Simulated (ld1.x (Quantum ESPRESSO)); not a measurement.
## Which change was made? (S, ultrasoft)

```
Element                 : S (Z = 16)
Generator               : ld1.x (Quantum ESPRESSO) 7.5
Type                    : ultrasoft
Functional              : PW91
Relativity              : scalar-relativistic
Frozen core             : [Ne]
Valence charge          : 6
Reference configuration : 3s2 3p4
Partial waves           : 3s (bound): rcut 1.10, rcutus 1.35 bohr; 3s channel at -0.5 Ry: rcut 1.10, rcutus 1.35 bohr; 3p (bound): rcut 1.00, rcutus 1.35 bohr; 3p channel at 0.25 Ry: rcut 1.00, rcutus 1.35 bohr; 3d channel at 0.05 Ry: rcut 1.30, rcutus 1.40 bohr; 3d channel at 0.45 Ry: rcut 1.30, rcutus 1.40 bohr
Local potential         : all-electron potential smoothed inside 1.20 bohr (lloc = -1)
Core correction         : none
Augmentation charge     : built from norm-conserving waves at rcut, not smoothed further
```

Cutoffs, loose and tight: the cutoffs (Ry, on a coarse ladder) from which the occupation-weighted sum of valence levels, in a spherical-Bessel basis at the reference potential, stays within 10 and 1 mRy of its value at 400 Ry. They do not see the model core or the augmentation charge, which bear on the density cutoff. Test errors are all-electron minus pseudo excitation energies from the reference, over the configurations 3s2 3p3; 3s2 3p2; 3s2 3p1; 3s1 3p4; 3s2 3p0; 3s2 3p3.5; 3s2 3p4.3; variants that change the core or the reference have their own tests.

The base gives: outcome: generated; cutoff, loose: 18 Ry; cutoff, tight: 40 Ry; bound ghosts: none; largest test error (meV): +138.

**Question.** After one change the result is: outcome: generated; cutoff, loose: 18 Ry; cutoff, tight: 40 Ry; bound ghosts: none; largest test error (meV): +99. Which change was it?
A. core correction a·sin(br)/r model core inside 0.68 bohr
B. core correction a·sin(br)/r model core inside 1.38 bohr
C. core correction a·sin(br)/r model core inside 0.84 bohr
D. core correction a·sin(br)/r model core inside 1.08 bohr

**Answer.** B. The others give: core correction a·sin(br)/r model core inside 0.68 bohr → outcome: generated; cutoff, loose: 18 Ry; cutoff, tight: 40 Ry; bound ghosts: none; largest test error (meV): +30 | core correction a·sin(br)/r model core inside 1.08 bohr → outcome: generated; cutoff, loose: 18 Ry; cutoff, tight: 40 Ry; bound ghosts: none; largest test error (meV): +60 | core correction a·sin(br)/r model core inside 0.84 bohr → outcome: generated; cutoff, loose: 18 Ry; cutoff, tight: 40 Ry; bound ghosts: none; largest test error (meV): +44.
